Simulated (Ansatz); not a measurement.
C$_{2}$H$_{6}$AlNO, SMILES `[CH3][Al]([NH2])[CH]=O`, charge 0, multiplicity 1.

(1) Give a relaxed structure at PBE0-D4/def2-TZVP (Ansatz). (Estimate.)

Answers

(1) Ansatz gave: 
Z-matrix (Å, degrees):
```
C
Al 1 1.942
H 1 1.094 2 110.8
H 1 1.093 2 112.6 3 120.9
H 1 1.094 2 110.8 3 -117.9
N 2 1.769 1 123.2 3 -117.5
C 2 2.022 1 120.8 3 62.5
H 6 1.008 2 125.3 1 -0.1
H 6 1.008 2 124.9 1 179.9
O 7 1.213 2 118.9 1 0.8
H 7 1.123 2 123.9 1 -179.3
```
Point group Cs.
This is one stationary point; other conformers may exist.
